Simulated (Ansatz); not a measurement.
Basis-set extrapolation for C₃H₆F₂Si, SMILES `C=CC[SiH](F)F` (PBE0-D4/def2-TZVP geometry, frozen core, Ansatz 0.2.0). Multiplicity 1, RHF reference.

```tsv
	def2-TZVPP	def2-QZVPP
HF	-605.186741	-605.211195
MP2 correlation	-1.110723	-1.200803
CCSD(T) correlation	-1.189146	not run
```

Energies in hartree. Use E(X) = E(∞) + A·exp(−7.88·√X) for Hartree–Fock and E(X) = E(∞) + B·X^(−2.97) for correlation, with X = 3 and 4, and add CCSD(T) minus MP2 of the smaller set to the MP2 limit.

**Question.** What is the CCSD(T) energy at the basis-set limit?

**Answer.** HF limit: -605.211195 + (-0.024454) × 0.13774 = -605.21456. MP2 limit: -1.200803 + (-0.090080) × 0.74074 = -1.26753. Higher-order term: -1.189146 − (-1.110723) = -0.07842. Total: -606.56051 hartree, 484.7 kJ/mol below CCSD(T)/def2-TZVPP.
